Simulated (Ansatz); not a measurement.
`C[S][Al]([Cl])[Cl]` + H–F → `[F][Al]([Cl])[Cl]` + CH₃SH at 600 K and 1 bar (ligand exchange at the Al–S bond).

Calculated with Ansatz (gas phase, PBE0-D4/def2-TZVP geometries, no zero-point term in ΔE). CBS: MP2 limit from def2 TZ/QZ plus the TZ coupled-cluster correction, frozen cores. This one scheme is used for every species. One conformer a species, not always the lowest.

```tsv
species	CCSD(T)/CBS energy (Eh)	H − E (kJ/mol)	S (J/(mol·K))
`C[S][Al]([Cl])[Cl]`	-1599.39326	171.4	475.9
H–F	-100.39570	42.3	194.0
`[F][Al]([Cl])[Cl]`	-1261.58534	53.3	362.4
CH₃SH	-438.22835	152.3	296.8
```

H − E and S are ideal-gas, rigid-rotor, harmonic terms from PBE0-D4/def2-TZVP, for one conformer and one mirror image of each species. 1 Eh = 2625.50 kJ/mol, R = 8.31446 J/(mol·K).

Task: By hand: ΔE, ΔH, ΔS and ΔG.

Result: ΔE = (-1261.58534) + (-438.22835) − (-1599.39326) − (-100.39570) = -0.02473 Eh = -64.9 kJ/mol. Δ(H − E) = 53.3 + 152.3 − 171.4 − 42.3 = -8.1, so ΔH = -73.0 kJ/mol. ΔS = 362.4 + 296.8 − 475.9 − 194.0 = -10.7 J/(mol·K). ΔG = -73.0 − 600 × (-10.7)/1000 = -66.6 kJ/mol.

Task: By hand: the equilibrium constant, and the temperature at which ΔG would vanish if ΔH and ΔS stayed fixed.

Result: log₁₀ K = −ΔG/(RT ln 10) = 5.8. ΔG = 0 at ΔH/ΔS = 6822 K, far beyond where these terms or the molecules hold.

The number of gas molecules stays the same, so ΔS is small and ΔH decides. A doubt of 5 kJ/mol in ΔE shifts log₁₀ K by 0.4 here. Other conformers and mirror images would add mixing entropy, several J/(mol·K) or more a flexible species. Modes under 60 cm⁻¹, often nearly free rotors, make the harmonic entropy too high. These are equilibria of isolated gas molecules and say nothing of rates. Largest T1 diagnostic: 0.010 (customary marks: 0.02 for closed shells, 0.045 for open ones).
